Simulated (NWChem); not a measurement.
System: C₂H₉NSi; SMILES CN([SiH3])C

The following NWChem deck was run.

```
start job
memory heap 200 mb stack 900 mb global 1100 mb
geometry units angstroms noautoz
  C     -0.046885    -1.150749     1.210362
  N      0.126583    -0.388256     0.000000
  C     -0.046885    -1.150749    -1.210362
  Si     0.003008     1.343356     0.000000
  H      0.641828    -2.016333     1.230379
  H     -1.075432    -1.549673     1.331676
  H      0.176228    -0.534445     2.094949
  H      0.641828    -2.016333    -1.230379
  H      0.176228    -0.534445    -2.094949
  H     -1.075432    -1.549673    -1.331676
  H     -1.396409     1.897669     0.000000
  H      0.678289     1.855280    -1.231203
  H      0.678289     1.855280     1.231203
end
basis spherical
  C library sto-3g
  N library sto-3g
  Si library sto-3g
  H library sto-3g
end
dft
  xc xtpss03 ctpss03
  iterations 150
  mulliken
end
task dft energy
```

Output (shortened):

```
             Northwest Computational Chemistry Package (NWChem) 7.3.0
             --------------------------------------------------------

 CS  symmetry detected

                             Geometry "geometry" -> ""
                             -------------------------

 Output coordinates in angstroms (scale by  1.889725989 to convert to a.u.)

  No.       Tag          Charge          X              Y              Z
 ---- ---------------- ---------- -------------- -------------- --------------
    1 C                    6.0000    -0.02959812     1.14371172     1.21036200
    2 N                    7.0000     0.13533317     0.37932674     0.00000000
    3 C                    6.0000    -0.02959812     1.14371172    -1.21036200
    4 Si                  14.0000    -0.00759624    -1.35079525     0.00000000
    5 H                    1.0000     0.66875041     2.00154071     1.23037900
    6 H                    1.0000    -1.05362023     1.55411154     1.33167600
    7 H                    1.0000     0.18660968     0.52495149     2.09494900
    8 H                    1.0000     0.66875041     2.00154071    -1.23037900
    9 H                    1.0000     0.18660968     0.52495149    -2.09494900
   10 H                    1.0000    -1.05362023     1.55411154    -1.33167600
   11 H                    1.0000    -1.41312385    -1.88942592     0.00000000
   12 H                    1.0000     0.66191843    -1.87023794    -1.23120300
   13 H                    1.0000     0.66191843    -1.87023794     1.23120300

 Effective nuclear repulsion energy (a.u.)     179.5212958859

      Symmetry information
      --------------------

 Group name             Cs
 Group number              2
 Group order               2
 No. of unique centers     8

                                 NWChem DFT Module
                                 -----------------

 Summary of "ao basis" -> "ao basis" (spherical)
 ------------------------------------------------------------------------------
       Tag                 Description            Shells   Functions and Types
 ---------------- ------------------------------  ------  ---------------------
 C                           sto-3g                  3        5   2s1p
 N                           sto-3g                  3        5   2s1p
 Si                          sto-3g                  5        9   3s2p
 H                           sto-3g                  1        1   1s

      Symmetry analysis of basis
      --------------------------

        a'         21
        a"         12

            General Information
            -------------------
          SCF calculation type: DFT
          Wavefunction type:  closed shell.
          No. of atoms     :    13
          No. of electrons :    42
           Alpha electrons :    21
            Beta electrons :    21
          Charge           :     0
          Spin multiplicity:     1
          Use of symmetry is: on ; symmetry adaption is: on
          Maximum number of iterations: 150
          AO basis - number of functions:    33
                     number of shells:    23
          Convergence on energy requested:  1.00D-06
          Convergence on density requested:  1.00D-05
          Convergence on gradient requested:  5.00D-04

              XC Information
              --------------
                  TPSS metaGGA Exchange Functional  1.000
             TPSS03 metaGGA Correlation Functional  1.000

             Grid Information
             ----------------
          Grid used for XC integration:  medium
          Radial quadrature: Mura-Knowles
          Angular quadrature: Lebedev.
          Tag              B.-S. Rad. Rad. Pts. Rad. Cut. Ang. Pts.
          ---              ---------- --------- --------- ---------
          C                   0.70       49          10.0       434
          N                   0.65       49           8.0       434
          Si                  1.10       88          10.0       590
          H                   0.35       45          11.0       434
          Grid pruning is: on
          Number of quadrature shells:   411
          Spatial weights used:  Erf1

      Superposition of Atomic Density Guess
      -------------------------------------

 Sum of atomic energies:        -417.62289591

      Non-variational initial energy
      ------------------------------

 Total energy =    -418.143095
 1-e energy   =    -937.631938
 2-e energy   =     339.967547
 HOMO         =      -0.071773
 LUMO         =       0.414282

      Symmetry analysis of molecular orbitals - initial
      -------------------------------------------------

  Numbering of irreducible representations:

     1 a'          2 a"

  Orbital symmetries:

     1 a'          2 a'          3 a'          4 a"          5 a'
     6 a'          7 a"          8 a'          9 a'         10 a"
    11 a'         12 a'         13 a'         14 a'         15 a"
    16 a"         17 a"         18 a'         19 a"         20 a'
    21 a'         22 a'         23 a'         24 a"         25 a'
    26 a'         27 a"         28 a'         29 a"         30 a"
    31 a'

     ---------------------------------------------
      Total Density - Mulliken Population Analysis
     ---------------------------------------------

    Atom       Charge   Shell Charges
 -----------   ------   -------------------------------------------------------
    1 C    6     5.90   1.99  1.25  2.65
    2 N    7     7.72   2.00  1.58  4.14
    3 C    6     5.90   1.99  1.25  2.65
    4 Si  14    12.97   2.00  1.99  5.88  1.22  1.89
    5 H    1     0.98   0.98
    6 H    1     0.99   0.99
    7 H    1     0.97   0.97
    8 H    1     0.98   0.98
    9 H    1     0.97   0.97
   10 H    1     0.99   0.99
   11 H    1     1.22   1.22
   12 H    1     1.20   1.20
   13 H    1     1.20   1.20

   convergence    iter        energy       DeltaE   RMS-Dens  Diis-err
 ---------------- ----- ----------------- --------- --------- ---------
 d= 0,ls=0.0,diis     1   -420.8606772115 -6.00D+02  2.99D-02  2.85D-01
 d= 0,ls=0.0,diis     2   -420.8664477072 -5.77D-03  1.67D-02  2.77D-01
 d= 0,ls=0.0,diis     3   -420.9056482657 -3.92D-02  4.08D-03  8.33D-03
 d= 0,ls=0.0,diis     4   -420.9066151860 -9.67D-04  1.44D-03  1.78D-03
 d= 0,ls=0.0,diis     5   -420.9069244037 -3.09D-04  1.25D-04  6.85D-06
  Resetting Diis
 d= 0,ls=0.0,diis     6   -420.9069255731 -1.17D-06  3.17D-05  8.60D-07
 d= 0,ls=0.0,diis     7   -420.9069257211 -1.48D-07  5.23D-06  2.36D-09

         Total DFT energy =     -420.906925721117
      One electron energy =     -935.800746649330
           Coulomb energy =      377.566414010746
    Exchange-Corr. energy =      -42.193888968482
 Nuclear repulsion energy =      179.521295885949

 Numeric. integr. density =       41.999992757667

                  Occupations of the irreducible representations
                  ----------------------------------------------

                     irrep           alpha         beta
                     --------     --------     --------
                     a'               14.0         14.0
                     a"                7.0          7.0

                       DFT Final Molecular Orbital Analysis
                       ------------------------------------

 Vector   19  Occ=2.000000D+00  E=-2.547831D-01  Symmetry=a"
              MO Center=  4.2D-01, -1.5D+00,  1.5D-13, r^2= 2.5D+00
   Bfn.  Coefficient  Atom+Function         Bfn.  Coefficient  Atom+Function
  ----- ------------  ---------------      ----- ------------  ---------------
    32     -0.486674  12 H  s                33      0.486674  13 H  s
    24      0.446743   4 Si pz               20     -0.193635   4 Si pz
     4      0.124589   1 C  py               14     -0.124589   3 C  py
    10     -0.115141   2 N  pz               25      0.066648   5 H  s
    28     -0.066648   8 H  s                 2     -0.051537   1 C  s

 Vector   20  Occ=2.000000D+00  E=-2.491917D-01  Symmetry=a'
              MO Center=  1.7D-01, -1.9D-01, -6.7D-14, r^2= 3.5D+00
   Bfn.  Coefficient  Atom+Function         Bfn.  Coefficient  Atom+Function
  ----- ------------  ---------------      ----- ------------  ---------------
     9      0.462875   2 N  py               23     -0.310035   4 Si py
    32      0.266453  12 H  s                33      0.266453  13 H  s
     4     -0.240659   1 C  py               14     -0.240659   3 C  py
    22      0.216898   4 Si px               25     -0.209090   5 H  s
    28     -0.209090   8 H  s                31     -0.155662  11 H  s

 Vector   21  Occ=2.000000D+00  E=-6.755690D-02  Symmetry=a'
              MO Center=  4.5D-02,  4.2D-01,  5.7D-15, r^2= 1.8D+00
   Bfn.  Coefficient  Atom+Function         Bfn.  Coefficient  Atom+Function
  ----- ------------  ---------------      ----- ------------  ---------------
     8      0.894696   2 N  px               31      0.251277  11 H  s
    26      0.241370   6 H  s                30      0.241370  10 H  s
    25     -0.180143   5 H  s                28     -0.180143   8 H  s
     7      0.145362   2 N  s                32     -0.109029  12 H  s
    33     -0.109029  13 H  s                22      0.070715   4 Si px

 Vector   22  Occ=0.000000D+00  E= 2.380266D-01  Symmetry=a'
              MO Center= -1.7D-01, -5.1D-01,  8.6D-16, r^2= 2.3D+00
   Bfn.  Coefficient  Atom+Function         Bfn.  Coefficient  Atom+Function
  ----- ------------  ---------------      ----- ------------  ---------------
     7      0.938136   2 N  s                21     -0.919480   4 Si s
    23     -0.633191   4 Si py               31      0.442659  11 H  s
     9     -0.347071   2 N  py                5      0.324180   1 C  pz
    15     -0.324180   3 C  pz               32      0.250903  12 H  s
    33      0.250903  13 H  s                19      0.188066   4 Si py

[...]
```

Level: TPSS/STO-3G. All runs use the structure optimised with PBE0/def2-SVP.
